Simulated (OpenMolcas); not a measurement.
**Pr3+: moving or changing the point charges**

Pr3+ among 6 point charges of -1.5 e arranged as a trigonal antiprism (D3d), 2.76 Å from the ion, with a polar angle of 53.6° against the regular 54.74°.

```yaml
Program: OpenMolcas
Method: CASSCF
Basis: ANO-RCC-VDZP [7s6p4d2f1g]
Scalar_Hamiltonian: DKH2, point nucleus
Active_space: 2 electrons in 7 orbitals (4f)
State_averaging: 2S+1 = 3 even, 21 roots; 2S+1 = 1 even, 27 roots kept (CI in the orbitals of an earlier block)
Spin-orbit_coupling: RASSI with atomic mean-field integrals over the reference wave functions
```

Runs around this geometry, states (labels of D3, the rotations of D3d). Energies in cm-1 above the lowest state or level, χT in cm3 K/mol.

```json
{"R (Å)": "2.76", "q (e)": "-0.75", "Ground state": "3E", "First state of that spin": "3A2 13.7", "First gap with spin-orbit (degeneracies)": "30.8 (1, 1)", "Width of lowest J": "154", "χT at 300 K": "1.639"}
{"R (Å)": "2.76", "q (e)": "-1.5", "Ground state": "3E", "First state of that spin": "3A2 26.4", "First gap with spin-orbit (degeneracies)": "60.0 (1, 1)", "Width of lowest J": "309", "χT at 300 K": "1.615"}
{"R (Å)": "3.05", "q (e)": "-1.5", "Ground state": "3E", "First state of that spin": "3A2 21.1", "First gap with spin-orbit (degeneracies)": "35.4 (1, 1)", "Width of lowest J": "196", "χT at 300 K": "1.634"}
{"R (Å)": "3.24", "q (e)": "-1.5", "Ground state": "3E", "First state of that spin": "3A2 18.2", "First gap with spin-orbit (degeneracies)": "26.2 (1, 1)", "Width of lowest J": "150", "χT at 300 K": "1.639"}
```

Taking the width of the lowest J multiplet as R^-n, n = -ln(150 / 309) / ln(3.24 / 2.76) = 4.5 between the shortest and longest distance.

Scaling the charges by -0.75 / -1.5 = 0.50 scales the width of the lowest J multiplet by 154 / 309 = 0.50; with fixed orbitals a first-order splitting would follow the charge.

Point charges carry no covalency, so the field is a model and not that of real ligands. A group larger than the point group allows holds several states that coincide in this model. No measured value stands beside these numbers.
